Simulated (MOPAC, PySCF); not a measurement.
C8H13BO, SMILES `B[C@]1(C=O)[C@H]2CC[C@@H]1CC2`, neutral singlet in the gas phase. 

Cartesian coordinates (Å):
SMILES: [C@H]12CC[C@H]([C@@]1(C=O)B)CC2
```xyz
23

B      1.5967     1.4559    -0.6377
C      0.8555     0.0992    -0.3906
C      1.8760    -0.9938    -0.5485
O      1.8600    -1.8409    -1.4027
C     -0.5202    -0.1649    -1.0432
C     -0.9833    -1.4407    -0.3162
C     -0.4248    -1.2548     1.1160
C      0.2485     0.1263     1.0641
C     -0.8482     1.1935     0.9323
C     -1.3655     1.0026    -0.5166
H      2.7634     1.5595    -0.3322
H      1.0379     2.4200    -1.1021
H      2.7147    -0.9461     0.1968
H     -0.5084    -0.2604    -2.1374
H     -2.0796    -1.5345    -0.3355
H     -0.5656    -2.3358    -0.7961
H     -1.2019    -1.2855     1.8956
H      0.3102    -2.0364     1.3665
H      0.9626     0.3072     1.8812
H     -0.4446     2.2065     1.0886
H     -1.6311     1.0446     1.6917
H     -1.2128     1.9117    -1.1156
H     -2.4395     0.7669    -0.5579
```
Charge 0, multiplicity 1.

All levels are single points at this geometry (PBE0-D4/def2-SVP); Pople sets use spherical d functions. Orbital energies aren't observables, and empty levels follow the basis.

| level | HOMO (eV) | LUMO (eV) | gap (eV) | dipole (D) | vertical IE, Delta-SCF (eV) |
|---|---|---|---|---|---|
| B3LYP-D3(BJ)/def2-TZVP in PySCF | -7.02 | -2.03 | 4.99 | 2.79 | 9.24 |
| PBE-D3(BJ)/def2-TZVP in PySCF | -5.72 | -2.81 | 2.91 | 2.68 | – |
| PBE0-D4/def2-TZVP in PySCF | -7.23 | -1.81 | 5.43 | 2.80 | 9.25 |
| B3LYP/6-31G* in PySCF | -6.70 | -1.64 | 5.05 | 2.62 | 9.06 |
| BP86/6-31G* in PySCF | -5.50 | -2.54 | 2.96 | 2.54 | – |
| M06-2X/6-31G* in PySCF | -8.51 | -0.54 | 7.97 | 2.66 | – |
| PBE/6-31G* in PySCF | -5.37 | -2.45 | 2.91 | 2.52 | – |
| SVWN5/6-31G* in PySCF | -5.49 | -2.76 | 2.73 | 2.60 | – |
| HF/3-21G in PySCF | -10.71 | 2.33 | 13.04 | 2.94 | – |
| HF/6-31G* in PySCF | -10.88 | 2.43 | 13.31 | 3.00 | 8.23 |
| AM1 in MOPAC | -10.22 | 0.94 | 11.17 | 2.48 | – |
| PM3 in MOPAC | -10.39 | 0.08 | 10.47 | 2.50 | – |
| PM6 in MOPAC | -9.74 | -0.45 | 9.29 | 3.33 | – |
